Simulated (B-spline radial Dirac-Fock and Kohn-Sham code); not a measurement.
# X-ray form factors of argon in several charge states

These are calculated numbers from an atomic code on a B-spline grid; the model is Dirac-Fock orbitals of the configuration average with a finite nucleus.

Configurations: Ar⁶⁺ [Ne] 3s2; Ar⁷⁺ [Ne] 3s1; Ar⁸⁺ [He] 2s2 2p6. The first column is f₀ of Ar⁶⁺, the others are differences from it.

```csv
s (Å⁻¹),Ar⁶⁺,Δ Ar⁷⁺,Δ Ar⁸⁺
0,12.000,-1.000,-2.000
0.1,11.668,-0.880,-1.772
0.2,10.812,-0.591,-1.218
0.3,9.733,-0.285,-0.614
0.4,8.684,-0.071,-0.175
0.5,7.767,+0.028,+0.043
0.7,6.252,+0.029,+0.064
0.9,4.954,-0.014,-0.027
1.1,3.851,-0.026,-0.055
1.4,2.662,-0.014,-0.030
```
